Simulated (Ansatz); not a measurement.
The cluster Pd₃H₃⁺. Charge 1, multiplicity 1. Geometry PBE-D4/def2-TZVP.

Cartesian coordinates in Å:
```
Pd 0.519 1.311 0.806
Pd -0.280 0.251 -1.580
Pd -1.163 -0.840 0.762
H 0.284 -0.249 1.311
H -0.378 -1.129 -0.668
H 1.017 0.656 -0.632
```

In the def2 sets Pd takes a core potential, while STO-3G treats all electrons; there is no spin–orbit coupling. The restricted singlet is unstable towards broken spin symmetry in Hartree–Fock (as tested in another run); at HF/STO-3G this wasn't settled. The structure comes from a short search, and lower isomers may exist.

Question: Estimate the orbital energies around the gap (eV) in Ansatz with HF/STO-3G, PBE-D4/def2-SVP, PBE-D4/def2-TZVP, BLYP-D4/def2-TZVP, PBE0-D4/def2-SVP.

Answer: 
```csv
orbital,HF/STO-3G,PBE-D4/def2-SVP,PBE-D4/def2-TZVP,BLYP-D4/def2-TZVP,PBE0-D4/def2-SVP
HOMO−5,-13.34,-11.17,-11.15,-11.06,-12.41
HOMO−4,-13.13,-11.01,-10.98,-10.88,-12.34
HOMO−3,-12.74,-11.01,-10.98,-10.88,-12.34
HOMO−2,-12.31,-10.84,-10.82,-10.73,-12.18
HOMO−1,-12.30,-10.84,-10.82,-10.73,-12.18
HOMO,-7.00,-10.58,-10.56,-10.48,-11.67
LUMO,-1.78,-8.83,-8.82,-8.80,-7.92
LUMO+1,-1.78,-8.83,-8.82,-8.80,-7.92
LUMO+2,0.55,-6.88,-6.91,-6.95,-6.02
LUMO+3,1.23,-6.15,-6.17,-6.24,-5.09
LUMO+4,1.23,-6.15,-6.17,-6.24,-5.09
LUMO+5,1.35,-5.06,-5.26,-5.29,-4.25
```
